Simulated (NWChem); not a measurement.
The numbers come from NWChem runs, not from measurements. System: hydronium (H3O (+1)), charge 1, spin multiplicity 1, at a geometry optimised with B3LYP/def2-SVP. Level: EOM-CCSD/aug-cc-pVDZ, 1 core orbitals frozen.

NWChem printed:

```
             Northwest Computational Chemistry Package (NWChem) 7.3.0
             --------------------------------------------------------

                                NWChem Input Module
                                -------------------

 Scaling coordinates for geometry "geometry" by  1.889725989
 (inverse scale =  0.529177249)

 Turning off AUTOSYM since
 SYMMETRY directive was detected!

                             Geometry "geometry" -> ""
                             -------------------------

 Output coordinates in angstroms (scale by  1.889725989 to convert to a.u.)

  No.       Tag          Charge          X              Y              Z
 ---- ---------------- ---------- -------------- -------------- --------------
    1 O                    8.0000    -0.00002500     0.07744200     0.00000000
    2 H                    1.0000    -0.47203300    -0.20667200     0.81769100
    3 H                    1.0000    -0.47203300    -0.20667200    -0.81769100
    4 H                    1.0000     0.94426500    -0.20619200     0.00000000

 Effective nuclear repulsion energy (a.u.)      13.8517465910

            Nuclear Dipole moment (a.u.)
            ----------------------------
        X                 Y               Z
 ---------------- ---------------- ----------------
    -0.0000018897     0.0000000000     0.0000000000

      Symmetry information
      --------------------

 Group name             Cs
 Group number              2
 Group order               2
 No. of unique centers     3

      Symmetry unique atoms

     1    2    4


 Summary of "ao basis" -> "" (spherical)
 ------------------------------------------------------------------------------
       Tag                 Description            Shells   Functions and Types
 ---------------- ------------------------------  ------  ---------------------
 *                        aug-cc-pvdz                 on all atoms

 Summary of "ao basis" -> "ao basis" (spherical)
 ------------------------------------------------------------------------------
       Tag                 Description            Shells   Functions and Types
 ---------------- ------------------------------  ------  ---------------------
 O                        aug-cc-pvdz                9       23   4s3p2d
 H                        aug-cc-pvdz                5        9   3s2p

                                 NWChem SCF Module
                                 -----------------
[...]
      Residuum       Omega / hartree  Omega / eV    Cpu    Wall
 --------------------------------------------------------------

 Iteration   1 using    2 trial vectors
   0.6758255681696   0.7155804092385   19.47194
   0.6198091024663   0.7733981394705   21.04524     0.3     0.3

 Iteration   2 using    4 trial vectors
   0.1371487979717   0.5805001477029   15.79622
   0.1313915745823   0.6605855196524   17.97545     0.2     0.2

 Iteration   3 using    6 trial vectors
   0.1439611032423   0.5505544028340   14.98135
   0.0982156972396   0.6447029100959   17.54327     0.2     0.2

 Iteration   4 using    8 trial vectors
   0.0726234894032   0.5294312085532   14.40656
   0.0366369372747   0.6372318180697   17.33997     0.2     0.2

 Iteration   5 using   10 trial vectors
   0.0449761319030   0.5253796074146   14.29631
   0.0149309373258   0.6357128205616   17.29863     0.2     0.2

 Iteration   6 using   12 trial vectors
   0.0428503522994   0.5227051491639   14.22354
   0.0200545081208   0.6355284455007   17.29362     0.2     0.2

 Iteration   7 using   14 trial vectors
   0.0192349613649   0.5215280540661   14.19151
   0.1034101219949   0.6290335978609   17.11688     0.3     0.3

 Iteration   8 using   16 trial vectors
   0.0061031747559   0.5216368646342   14.19447
   0.0388340171475   0.6190265438200   16.84458     0.2     0.2

 Iteration   9 using   18 trial vectors
   0.0027928765358   0.5215825495772   14.19299
   0.0211437784184   0.6181219310285   16.81996     0.2     0.2

 Iteration  10 using   20 trial vectors
   0.0015678587772   0.5215889756701   14.19316
   0.0147813674471   0.6178866820804   16.81356     0.3     0.3

 Iteration  11 using   22 trial vectors
   0.0008093275949   0.5215932450406   14.19328
   0.0110223371216   0.6176155919338   16.80618     0.2     0.2

 Iteration  12 using   24 trial vectors
   0.0002799366875   0.5215749194628   14.19278
   0.0049765930098   0.6175061456593   16.80320     0.2     0.2

 Iteration  13 using   26 trial vectors
   0.0000932775882   0.5215740759534   14.19276
   0.0019920946370   0.6174634763093   16.80204     0.3     0.3

 Iteration  14 using   28 trial vectors
   0.0000330827225   0.5215748830931   14.19278
   0.0008497422690   0.6174429288080   16.80148     0.3     0.3

 Iteration  15 using   30 trial vectors
   0.0000137501426   0.5215748711150   14.19278
   0.0004974224049   0.6174448833153   16.80154     0.2     0.2

 Iteration  16 using   32 trial vectors
   0.0000060882890   0.5215749280875   14.19278
   0.0002988346492   0.6174499243268   16.80167     0.2     0.2

 Iteration  17 using   33 trial vectors
   0.0000030398441   0.5215749831685   14.19278
   0.0001581935956   0.6174508814187   16.80170     0.1     0.1

 Iteration  18 using   34 trial vectors
   0.0000021191244   0.5215749645294   14.19278
   0.0000828304046   0.6174512694345   16.80171     0.1     0.1

 Iteration  19 using   35 trial vectors
   0.0000018219052   0.5215749688649   14.19278
   0.0000314683755   0.6174509243110   16.80170     0.1     0.1

 Iteration  20 using   36 trial vectors
   0.0000018174850   0.5215749691563   14.19278
   0.0000135233726   0.6174507938984   16.80170     0.1     0.1

 Iteration  21 using   37 trial vectors
   0.0000018025663   0.5215749702286   14.19278
   0.0000073669000   0.6174508330704   16.80170     0.1     0.1
 --------------------------------------------------------------
 Iterations converged
 ------------------

 Excited state root  1
 Excitation energy / hartree =        0.521574970228601
                   / eV      =       14.192783110736171
 largest EOMCCSD amplitudes: R1 and R2

 Singles contributions
     8a"  (alpha) ---     5a'  (alpha)        0.6944096704
    11a"  (alpha) ---     5a'  (alpha)        0.5615485678
    14a"  (alpha) ---     5a'  (alpha)        0.2520071009
    23a"  (alpha) ---     5a'  (alpha)        0.1525064392

 Doubles contributions
 ------------------

 Excited state root  2
 Excitation energy / hartree =        0.617450833070388
                   / eV      =       16.801699190953311
 largest EOMCCSD amplitudes: R1 and R2

 Singles contributions
     8a"  (alpha) ---     5a'  (alpha)       -0.4485589826
    11a"  (alpha) ---     5a'  (alpha)        0.7052610659
    14a"  (alpha) ---     5a'  (alpha)       -0.3816144540
    17a"  (alpha) ---     5a'  (alpha)        0.1059847210
    25a"  (alpha) ---     5a'  (alpha)       -0.1369190374

 Doubles contributions

 Task  times  cpu:       10.7s     wall:       10.7s

 Total times  cpu:       10.7s     wall:       10.7s
```

**Question.** Write an NWChem input that would produce this output.

**Answer.** Several could match; the one computed here: 
```
start mol
memory heap 100 mb stack 700 mb global 1900 mb
charge 1
geometry units angstroms nocenter noautoz
  O     -0.000025     0.077442     0.000000
  H     -0.472033    -0.206672     0.817691
  H     -0.472033    -0.206672    -0.817691
  H      0.944265    -0.206192     0.000000
  symmetry group Cs
end
basis spherical
  * library aug-cc-pvdz
end
scf
  rhf
  nopen 0
  maxiter 100
  thresh 1e-7
  semidirect memsize 60000000 filesize 0
end
tce
  freeze core 1
  ccsd
  nroots 2
  2eorb
  2emet 13
  thresh 1e-5
  maxiter 200
  tilesize 24
end
task tce energy
```
